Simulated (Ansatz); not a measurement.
SiBr2F, SMILES Br[Si](F)Br, multiplicity 2.

The structure is a stationary point at B3LYP-D3(BJ)/def2-SVP.

Two levels are set side by side: PBE/def2-TZVPD (Ansatz, a program for electronic structure) and PBE0/def2-TZVPD (Ansatz). Energy differences of separate SCF runs at the same geometry; the states with an electron removed or added have multiplicity 1 and 1. Differences are taken from unrounded values.

```csv
quantity,PBE0
vertical ionisation energy (eV),9.37
vertical electron affinity (eV),2.10
```

Q: What does PBE give, and how far is it from PBE0? (Estimate from the structure and the level; the computed values follow.)

A: 
| quantity | PBE | PBE minus PBE0 |
|---|---|---|
| vertical ionisation energy (eV) | 9.06 | -0.30 |
| vertical electron affinity (eV) | 2.10 | 0.00 |
